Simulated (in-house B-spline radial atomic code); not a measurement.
# Dy11+: 1s1 2s2 2p6 3s2 3p6 3d10 4s2 4p6 4d10 4f8 5s2 (with a hole in an inner shell)

Computed with a radial B-spline atomic code at the basis-set limit: Dirac-Hartree-Fock, average of configuration, Fermi nucleus of rms radius 5.2218 fm.

Effective charges: Z_r = [3n² - l(l+1)]/(2<r>) from the radius, Z_e = n√(-2ε) from the energy, and Slater's rules. Values are occupation-weighted means over j. An effective charge above Z reflects the relativistic contraction of the inner shells.

```csv
shell,electrons,ε (eV),<r> (bohr),Z_r,Z_e,Slater
1s,1,-55361,0.02106,71.23,63.79,66.00
2s,2,-9580.7,0.08815,68.07,53.07,62.70
2p,6,-8617.4,0.07794,64.16,50.33,62.70
3s,2,-2355.4,0.23,58.68,39.47,55.75
3p,6,-2042.5,0.228,54.83,36.76,55.75
3d,10,-1609.9,0.2075,50.60,32.63,45.85
4s,2,-651.67,0.5187,46.27,27.68,39.25
4p,6,-542.52,0.5454,42.17,25.26,39.25
4d,10,-383.68,0.5835,35.99,21.24,27.85
5s,2,-225.86,1.132,33.13,20.37,16.55
4f,8,-211.92,0.6591,27.31,15.79,18.55
```

The least bound orbital is 4f7/2 at -211.4 eV, while the most diffuse is 5s1/2 (<r> = 1.132 bohr against 0.6615 bohr): energy order and size order differ. The part-filled 1s shell lies below the filled 5s shell in orbital energy.

Spin-orbit splittings of the orbital energies (j = l + 1/2 above j = l - 1/2 when positive): 2p 845 eV, 3p 179.8 eV, 3d 39.5 eV, 4p 41.32 eV, 4d 7.854 eV, 4f 1.214 eV.

For the 1s electron the small component carries 6.11 % of the norm, the zero-frequency Breit interaction raises the level by 59.45 eV, self-energy by 101.4 eV, and vacuum polarisation lowers it by 17.04 eV.
